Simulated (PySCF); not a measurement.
Isomers of C5H18Si4, from PBE0-D3(BJ)/def2-SVP geometry optimisation, gas phase (PySCF 2.14.0). One conformer each, no zero-point energy, no frequencies.

Question: Which isomer lies lowest at this level?
A. `[CH3:1][CH2:2][C:3]([CH3:4])([CH3:5])[SiH:6]1[SiH2:7][SiH2:8][SiH2:9]1` with C1–C2–C3–C4 -64°, C2–C3–Si6–Si7 -86°, C3–Si6–Si7–Si8 -91°, Si6–Si7–Si8–Si9 -22°, Si7–Si8–Si9–Si6 22°, C3–Si6–Si9–Si8 94°: A = 1187, B = 618.7, C = 512.0 MHz, dipole 1.45 D
B. `[CH3:1][C@H:2]1[CH2:3][C@@H:4]([Si@@H:5]([SiH3:6])[SiH2:7][SiH3:8])[CH2:9]1` with C3–C4–Si5–Si6 43°, C4–Si5–Si7–Si8 46°, C1–C2–C3–C4 141°, C2–C3–C4–Si5 -140°, C3–C4–C9–C2 18°, C1–C2–C9–C4 -141°: A = 919.7, B = 514.0, C = 373.9 MHz, dipole 1.26 D
C. `[SiH3:1][SiH:2]([SiH3:3])[SiH2:4][CH:5]1[CH2:6][CH2:7][CH2:8][CH2:9]1` with Si1–Si2–Si4–C5 -71°, Si2–Si4–C5–C6 56°, Si4–C5–C6–C7 148°, C5–C6–C7–C8 5°, C6–C7–C8–C9 -29°, C7–C8–C9–C5 42°: A = 1089, B = 454.2, C = 422.2 MHz, dipole 1.16 D
D. `[CH3:1][Si:2]([SiH3:3])([SiH3:4])[SiH2:5][CH:6]1[CH2:7][CH2:8][CH2:9]1` with C1–Si2–Si5–C6 -63°, Si2–Si5–C6–C7 50°, Si5–C6–C7–C8 -102°, C6–C7–C8–C9 -15°, C7–C8–C9–C6 15°, Si5–C6–C9–C8 102°: A = 1139, B = 533.9, C = 473.5 MHz, dipole 1.82 D

Answer: A. That is `CCC(C)(C)[SiH]1[SiH2][SiH2][SiH2]1`, 3.7 kcal/mol below the next.

```tsv
SMILES	mapped SMILES	E (Eh)	relative (kcal/mol)	relative (kJ/mol)	dipole (D)
CCC(C)(C)[SiH]1[SiH2][SiH2][SiH2]1	[CH3:1][CH2:2][C:3]([CH3:4])([CH3:5])[SiH:6]1[SiH2:7][SiH2:8][SiH2:9]1	-1358.13408	0.0	0.0	1.45
[SiH3][SiH]([SiH3])[SiH2]C1CCCC1	[SiH3:1][SiH:2]([SiH3:3])[SiH2:4][CH:5]1[CH2:6][CH2:7][CH2:8][CH2:9]1	-1358.12816	3.7	15.5	1.16
C[Si]([SiH3])([SiH3])[SiH2]C1CCC1	[CH3:1][Si:2]([SiH3:3])([SiH3:4])[SiH2:5][CH:6]1[CH2:7][CH2:8][CH2:9]1	-1358.10860	16.0	66.9	1.82
C[C@H]1C[C@@H]([Si@@H]([SiH3])[SiH2][SiH3])C1	[CH3:1][C@H:2]1[CH2:3][C@@H:4]([Si@@H:5]([SiH3:6])[SiH2:7][SiH3:8])[CH2:9]1	-1358.09817	22.5	94.3	1.26
```
